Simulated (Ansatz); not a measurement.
The cluster Cu2S⁺. Total charge 1; doublet. Geometry PBE0-D4/def2-TZVP.

```xyz
3

Cu    1.277   -0.022    1.086
Cu   -0.776   -0.734   -1.292
S    -0.501    0.756    0.206
```

B3LYP takes the VWN-RPA correlation. HSE06 is defined as in plane-wave codes, on full-range PBE exchange. The structure comes from a short search, and lower isomers may exist.

Task: Estimate the α-spin orbital energies around the gap (eV) in Ansatz with PBE-D4/def2-SVP, PBE-D4/def2-TZVP, B3LYP-D4/def2-TZVP, HSE06-D4/def2-TZVP, ωB97M-V/def2-TZVP.

Result: 
| orbital | PBE-D4/def2-SVP | PBE-D4/def2-TZVP | B3LYP-D4/def2-TZVP | HSE06-D4/def2-TZVP | ωB97M-V/def2-TZVP |
| --- | --- | --- | --- | --- | --- |
| HOMO−13 | -22.51 | -22.85 | -24.63 | -24.59 | -27.53 |
| HOMO−12 | -14.07 | -14.43 | -15.55 | -15.35 | -18.13 |
| HOMO−11 | -13.42 | -13.81 | -15.02 | -14.90 | -17.67 |
| HOMO−10 | -13.26 | -13.65 | -15.00 | -14.82 | -17.67 |
| HOMO−9 | -12.29 | -12.72 | -14.19 | -14.00 | -16.90 |
| HOMO−8 | -12.07 | -12.53 | -14.02 | -13.82 | -16.77 |
| HOMO−7 | -11.95 | -12.40 | -13.91 | -13.71 | -16.66 |
| HOMO−6 | -11.75 | -12.28 | -13.86 | -13.69 | -16.64 |
| HOMO−5 | -11.73 | -12.27 | -13.86 | -13.69 | -16.63 |
| HOMO−4 | -11.71 | -12.21 | -13.79 | -13.62 | -16.55 |
| HOMO−3 | -11.70 | -12.20 | -13.79 | -13.62 | -16.55 |
| HOMO−2 | -11.21 | -11.61 | -12.78 | -12.61 | -15.05 |
| HOMO−1 | -11.19 | -11.59 | -12.65 | -12.38 | -15.02 |
| HOMO | -11.11 | -11.51 | -12.62 | -12.35 | -15.02 |
| LUMO | -8.31 | -8.63 | -7.91 | -7.80 | -5.60 |
| LUMO+1 | -7.81 | -8.18 | -7.42 | -7.28 | -5.11 |
| LUMO+2 | -4.69 | -5.06 | -4.26 | -4.24 | -1.96 |
| LUMO+3 | -3.61 | -4.23 | -3.46 | -3.40 | -1.22 |
| LUMO+4 | -3.60 | -4.15 | -3.38 | -3.35 | -1.18 |
| LUMO+5 | -2.82 | -3.57 | -2.95 | -2.89 | -1.07 |
| β HOMO | -10.98 | -11.39 | -12.47 | -12.18 | -14.77 |
| β LUMO | -10.26 | -10.57 | -9.78 | -9.75 | -7.27 |
